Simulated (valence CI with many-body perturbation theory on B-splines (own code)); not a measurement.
## A CI+MBPT run for Tl IX

Computed by configuration interaction combined with many-body perturbation theory (CI+MBPT): five valence electrons over a frozen Dirac-Fock core [Xe] 4f14, a basis of 7 s, 7 p, 8 d, 6 f, 4 g, 1 h functions for each j, with the one-electron correlation potential Σ1 (screened to all orders), the two-electron term Σ2, the three-electron term Σ3, Breit, model QED; selected single and double excitations, second order for the rest, scaled by the run's own slope (own B-spline code, finite nucleus).

Command, and the settings that its task file holds:

```sh
python run_cv.py task.json out
```

```
atom Tl  Z=81  mass_number=205  rms_radius_fm=5.4759
core [Xe] 4f14
valence 5d5
avg = 1
basis = M
breit = 1
cap = 40000
capref = 1200
cscale = 1
de = 0.0
dress = 0
eps = 2e-08
extrap = 1
h = 0.27
hh = 1
l2 = 3
lcore = 6
maxit = 60
n2 = 5
natural = 1
nlev = 45
nno = [4, 4, 5, 4, 3, 1]
nroot = 26
nsp = [3, 3, 3, 2, 1, 0]
pt2 = 1
qed = 1
rpa = 1
s1 = 1
s2 = 1
s3 = 1
screen = 1
tol = 2e-05
whole = 1
```

Question: Roughly how long does this run take on one core of Intel(R) Xeon(R) Processor @ 2.30GHz, and how much memory?

Answer: 11 min on 1 thread of Intel(R) Xeon(R) Processor @ 2.30GHz (shared host), peak memory 1.4 GiB.

Log. The first blocks belong to the next ion, which gives the ionisation energy. Fields: 2J, parity (1 odd), roots, reference size, generating configurations, candidates as configurations/state functions, variational space P, stored matrix elements, Davidson steps; e2 is the range of second-order energies in hartree. The first line gives the box (bohr), its intervals, the orbitals and the steps of their self-consistent field. Window is the range of levels sought, series limit the energy at which the first omitted orbital would enter, core excitation an estimate of the first excitation out of the core, left out the lowest levels not solved, and shifts from estimates the range by which levels moved from their first estimate, all in cm⁻¹.

```
rmax 12.7 intervals 62 orbitals 59 references ['5d5', '5d4 6s', '5d4 6p', '5d3 6s2', '5d4 5f'] scf 7 t 2.2
2J=0 par=0 roots 2 ref 7 generators 4 cand 2416/4473 P 1466/2773 nnz 1.5e+06 it 5
2J=0 par=0 roots 2 ref 7 generators 17 cand 16649/42262 P 2660/5781 nnz 3.7e+06 it 5
   second order: generators 44 cand 36703/98650 e2 -0.00007 -0.00004
reference levels 626, estimated 116, window 266159 1/cm; series limit 844028, core excitation 461074
2J=5 par=0 roots 14 ref 24 generators 14 cand 15305/462622 P 618/7971 nnz 1.2e+07 it 9
2J=5 par=0 roots 14 ref 24 generators 50 cand 56152/1879776 P 2214/29113 nnz 1.2e+08 it 10
   second order: generators 177 cand 126354/4645110 e2 -0.00478 -0.00110
2J=7 par=0 roots 12 ref 20 generators 15 cand 19854/719826 P 552/7989 nnz 1.2e+07 it 8
2J=7 par=0 roots 12 ref 20 generators 45 cand 57435/2080646 P 1860/28192 nnz 1.2e+08 it 10
   second order: generators 157 cand 126855/5290324 e2 -0.00527 -0.00219
2J=3 par=0 roots 11 ref 19 generators 15 cand 21165/485426 P 723/8000 nnz 1.2e+07 it 10
2J=3 par=0 roots 11 ref 19 generators 50 cand 59454/1504563 P 2612/29259 nnz 1.2e+08 it 9
   second order: generators 162 cand 131254/3778868 e2 -0.00312 -0.00111
2J=11 par=0 roots 5 ref 7 generators 10 cand 17724/559177 P 674/8000 nnz 1.2e+07 it 6
2J=11 par=0 roots 5 ref 7 generators 25 cand 44460/1544978 P 2254/28752 nnz 1.3e+08 it 8
   second order: generators 113 cand 119441/4483503 e2 -0.00224 -0.00114
2J=9 par=0 roots 8 ref 14 generators 12 cand 16499/583375 P 600/7981 nnz 1.3e+07 it 7
2J=9 par=0 roots 8 ref 14 generators 38 cand 48868/1770310 P 1995/27702 nnz 1.1e+08 it 8
   second order: generators 125 cand 109787/4231663 e2 -0.00471 -0.00202
2J=1 par=0 roots 8 ref 13 generators 16 cand 19443/252821 P 1317/7998 nnz 9.3e+06 it 10
2J=1 par=0 roots 8 ref 13 generators 50 cand 56169/749008 P 4848/33158 nnz 1e+08 it 9
   second order: generators 157 cand 116756/1742424 e2 -0.00076 -0.00032
2J=13 par=0 roots 2 ref 3 generators 4 cand 9014/260195 P 886/7999 nnz 1.2e+07 it 5
2J=13 par=0 roots 2 ref 3 generators 16 cand 34329/836217 P 2725/28207 nnz 1.2e+08 it 6
   second order: generators 70 cand 92287/2638213 e2 -0.00098 -0.00066
left out: unestimated 380150, estimated 287883, shifts from estimates -100 to 422
operators 9.6
```

The Davidson iterations converged.

No measured spectrum was set against this ion. As an estimate, terms of the open shell hold to 2 to 4 % of their energy, and close levels can change places; different configurations can be misplaced against each other by 1,000 to 8,000 cm⁻¹. Core correlation moves these levels by up to 16000 cm⁻¹, and in measured spectra 5 to 20 % of such shifts remained as error; rates that hang on mixing are uncertain with them. Among the levels kept, up to 1000 cm⁻¹ of a level comes from second order outside the variational space, and about a tenth of that is noise between levels of different J, which matters for small intervals. Only levels of the ground parity were solved; by the run's estimate the other parity begins above the list, which can be wrong where configurations are misplaced.

```
Valence energy                            : -32.78162 hartree
Ionisation energy                         : 136.45 eV (NIST: 135 ± 2.2 eV (theoretical))
Reference configurations for the orbitals : 5d5, 5d4 6s, 5d4 6p, 5d3 6s2, 5d4 5f
Radial orbitals                           : 59
Box radius                                : 12.73 bohr
Largest variational space                 : 33158
Lowest levels                             : (5d3/2^4 5d5/2) J=5/2 [a] 0.0000, (5d3/2^4 5d5/2) J=5/2 [b] 2.428, (5d3/2^3 5d5/2^2) J=7/2 [a] 3.825, (5d3/2^3 5d5/2^2) J=3/2 [a] 3.986, (5d3/2^3 5d5/2^2) J=11/2 4.134, (5d3/2^3 5d5/2^2) J=5/2 [a] 4.446, (5d3/2^3 5d5/2^2) J=9/2 4.446, (5d3/2^3 5d5/2^2) J=1/2 4.812, (5d3/2^3 5d5/2^2) J=7/2 [b] 5.546, (5d3/2^3 5d5/2^2) J=5/2 [b] 5.847, (5d3/2^2 5d5/2^3) J=7/2 [a] 6.402, (5d3/2^2 5d5/2^3) J=11/2 6.509, (5d3/2^3 5d5/2^2) J=3/2 [b] 6.717, (5d3/2^2 5d5/2^3) J=1/2 [a] 6.763 eV
```

Levels are named by their leading jj configuration (3d3/2^4 stands for four electrons in 3d with j = 3/2), which in mixed levels can hold well under half, so a name can repeat and another be missing. Letters in brackets count levels of one name in rising energy.
